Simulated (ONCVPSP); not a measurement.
**Potentials for Te compared**

Generated with ld1.x 7.5 (TM, RRKJ, ultrasoft, PAW), atompaw 4.2 or ONCVPSP 4.0.1. The cutoff is in Ry: for ld1.x and atompaw files where the sum of valence levels is converged to 10 mRy in a Bessel basis, for ONCV files where the hardest occupied wave has 1 mHa per electron of residual kinetic energy. The error is the largest all-electron minus pseudo excitation energy over each file’s own four to seven test configurations (ionisations up to +4, promotions, holes and added fractions of an electron), all of which were solved. The labels leave out finer settings (local radius, basis sizes, second energies), which also bear on the numbers. Spin-polarised tests are not counted. The rows are a selection from randomly drawn settings: files with unsolved tests, undetermined cutoffs or missed reference levels are left out.

A true bound ghost makes a file unfit for plane-wave use even where its test errors are small: the radial tests pick states by their node count and pass the ghost by.

| potential | cutoff (Ry) | largest error (meV) | bound ghosts |
| --- | --- | --- | --- |
| ONCV, PBEsol, scalar-relativistic, rc 1.60/1.75/1.20 (spd), local d, core correction yes, reference 4d10 5s2 5p4, qcut 3.3/4.8/10.5, projectors 2/2/0 | 94 | -12 | s, p |
| ONCV, PBE, scalar-relativistic, rc 1.25/1.45/0.95 (spd), local smoothed, core correction no, reference 4s2 4p6 4d10 5s2 5p4, qcut 9.6/9.8/11.1, projectors 2/2/2 | 103 | -12 | none |
| ONCV, LDA (Perdew-Wang 92), non-relativistic, rc 1.50/1.15/1.30 (spd), local smoothed, core correction yes, reference 4s2 4p6 4d10 5s2 5p2, qcut 10/14.8/10.2, projectors 3/2/1 | 139 | +0.1 | none |
| ONCV, PBE, scalar-relativistic, rc 1.25/1.30/0.90 (spd), local d, core correction yes, reference 4s2 4p6 4d10 5s2 5p3, qcut 8.1/11.3/9.7, projectors 2/2/0 | 108 | -11 | none |
| ONCV, PBE, fully relativistic, rc 1.10/1.25/1.20 (spd), local smoothed, core correction yes, reference 4s2 4p6 4d10 5s1 5p5, qcut 9.1/11.5/11.9, projectors 2/2/2 | 103 | +1.2 | none |

Question: Fill in the row for Te: ONCV, PBE, fully relativistic, rc 1.30/1.55/1.40 (spd), local smoothed, core correction yes, reference 4s2 4p6 4d10 5s2 5p2, qcut 10/9.9/10, projectors 2/3/2.

Answer: cutoff 84 Ry, largest error +26 meV, bound ghosts: none.

Question: Fill in the row for Te: ONCV, PBE, scalar-relativistic, rc 1.05/1.45/1.25 (spd), local smoothed, core correction yes, reference 4s2 4p6 4d10 5s2 5p4, qcut 11.6/9.3/12.9, projectors 2/2/2.

Answer: cutoff 107 Ry, largest error -15 meV, bound ghosts: none.
